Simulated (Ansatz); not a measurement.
CH4BBrO2, SMILES `COB(O)Br`, charge 0, multiplicity 1.

Task: Give a relaxed structure at PBE0-D4/def2-TZVP (Ansatz). (An estimate is asked.)

Result: Computed: 
Z-matrix (Å, degrees):
```
C
O 1 1.413
H 1 1.091 2 111.5
H 1 1.091 2 108.4 3 -120.7
H 1 1.091 2 108.8 3 120.8
B 2 1.346 1 126.8 3 -4.8
Br 6 1.937 2 123.0 1 0.4
O 6 1.351 2 120.5 1 -179.6
H 8 0.963 6 111.6 2 0.1
```
Point group Cs.
This is one stationary point; other conformers may exist.
